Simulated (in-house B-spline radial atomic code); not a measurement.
Eu⁺. Computed with a B-spline radial atomic code. Model: non-relativistic spherical atom: semilocal Troullier-Martins pseudo-atom, one channel per l, against all electrons, high spin, G0W0 and RPA with empty states to l = 8, local potential for every l without a channel, a model core (radius 0 = none) keeps its share of the functional.

Without relativity these are model numbers for so heavy an element.

What the tables leave out is listed at the end.

The pseudopotential gives back the lowest level of each angular momentum of its own functional in the configuration it was made in; a second state of the same l is only approximately right. Exact exchange, RPA and GW see the smooth pseudo-orbitals and miss the exchange with the core, for which the functional's share stands in. The column with an uncorrelated core keeps all orbitals and exact exchange, and so separates missing core correlation from pseudisation. Only the three outermost levels and the lowest empty one were computed. RPA here is direct RPA, with no exchange kernel, and its energies carry an (l + 1/2)⁻⁴ tail. A hybrid on a potential with a model core restores only its own semilocal share of the core's exchange.

Command:
```bash
python run_psgw.py task.json out
```
Settings (lengths in bohr, energies in hartree):
```
Z                      63
electrons              62
configuration          [Xe] 4f7 6s1
generated_in           [Xe] 4f7 6s1
functional             pbe,pbe
core_shells            9
radius_factor          1
core_correction        False
ion_configuration      [Xe] 4f7
```

Time taken, with all properties: 2.1 min on 1 thread of Arm Neoverse N1 (shared host).

Given: made with PBE; model core radius 0 bohr; local radius 1.428 bohr; mean-field start PBE.

Valence shells of the generating configuration: 5s, 5p, 4f, 6s.

Channel: s 1.324, p 1.436, d 2.015, f 1.982 (radii in bohr).

Computed: largest level miss in the spin-unpolarised generating configuration 0.044 eV; valence RPA correlation energy pseudo -1.2249 hartree; all-electron RPA polarisability, core included 65.624 bohr³; pseudo-atom RPA polarisability 63.603 bohr³; ionisation by mean-field all-electron 10.836 eV; ionisation by mean-field pseudo minus all 0.105 eV; ionisation by RPA pseudo minus all 0.183 eV.

| level | occupied | mean-field all-electron (eV) | mean-field pseudo minus all (eV) | G0W0 all-electron (eV) | G0W0 uncorrelated core minus all (eV) | G0W0 pseudo minus all (eV) | exchange self-energy all-electron (eV) | exchange self-energy pseudo (eV) |
| --- | --- | --- | --- | --- | --- | --- | --- | --- |
| 6s up | 1 | -8.3894 | -0.079 | -11.1 | 0.028 | -0.096 | -7.8958 | -7.5672 |

Task: What is the ionisation by RPA all-electron?

Result: 11.308 eV.

Task: What is the valence RPA correlation energy all-electron orbitals?

Result: -0.95956 hartree.

Given: mean-field start PBE0.

Computed: valence RPA correlation energy all-electron orbitals -0.88721 hartree; valence RPA correlation energy pseudo -1.1696 hartree; all-electron RPA polarisability, core included 56.603 bohr³; pseudo-atom RPA polarisability 54.641 bohr³; ionisation by RPA all-electron 11.004 eV; ionisation by RPA pseudo minus all 0.217 eV.

```json
{"level": "6s up", "occupied": "1", "mean-field all-electron (eV)": "-8.8799", "mean-field pseudo minus all (eV)": "-0.109", "G0W0 all-electron (eV)": "-11.053", "G0W0 uncorrelated core minus all (eV)": "0.028", "G0W0 pseudo minus all (eV)": "-0.135", "exchange self-energy all-electron (eV)": "-7.7185", "exchange self-energy pseudo (eV)": "-7.4337"}
{"level": "5p down", "occupied": "1", "mean-field all-electron (eV)": "-29.326", "mean-field pseudo minus all (eV)": "0.547", "G0W0 all-electron (eV)": "-33.131", "G0W0 uncorrelated core minus all (eV)": "0.133", "G0W0 pseudo minus all (eV)": "0.696", "exchange self-energy all-electron (eV)": "-25.664", "exchange self-energy pseudo (eV)": "-20.995"}
```

Task: What is the ionisation by mean-field all-electron?

Result: 10.65 eV.

Task: What is the ionisation by mean-field pseudo minus all?

Result: 0.134 eV.

Given: mean-field start Hartree-Fock.

Computed: valence RPA correlation energy all-electron orbitals -0.74092 hartree; all-electron RPA polarisability, core included 44.53 bohr³; ionisation by mean-field all-electron 9.9324 eV; ionisation by mean-field pseudo minus all 0.165 eV; ionisation by RPA all-electron 10.701 eV; ionisation by RPA pseudo minus all 0.217 eV.

| level | occupied | mean-field all-electron (eV) | mean-field pseudo minus all (eV) | G0W0 all-electron (eV) | G0W0 uncorrelated core minus all (eV) | G0W0 pseudo minus all (eV) | exchange self-energy all-electron (eV) | exchange self-energy pseudo (eV) |
| --- | --- | --- | --- | --- | --- | --- | --- | --- |
| 6s up | 1 | -9.9564 | -0.164 | -10.816 | 0.024 | -0.213 | -7.1078 | -6.9044 |
| 4f up | 1 | -25.099 | 5.441 | -22.568 | 0.18 | 3.205 | -64.199 | -34.243 |
| 5p down | 1 | -33.065 | 0.443 | -33.735 | 0.147 | 0.303 | -25.118 | -20.833 |

Task: What is the valence RPA correlation energy pseudo?

Result: -1.0424 hartree.

Task: What is the pseudo-atom RPA polarisability?

Result: 42.913 bohr³.

Among the listed levels the largest G0W0 shift of the pseudo-atom is +3.21 eV, for 4f up on the Hartree-Fock start, while leaving the core uncorrelated moves that level by +0.18 eV. So pseudisation and the lost core exchange, not the missing core correlation, make the error. Not in the tables (levels of low weight, unsolved or above zero; the highest and the empty levels are kept at any weight): on PBE the G0W0 levels 4f up (pseudo minus all +3.81 eV, weights 0.80 and 0.23), 5p down (pseudo minus all +0.79 eV, weights 0.53 and 0.48); on PBE0 the G0W0 levels 4f up (pseudo minus all +3.43 eV, weights 0.85 and 0.71), 5d up (pseudo minus all -0.38 eV, weights 0.33 and 0.44).
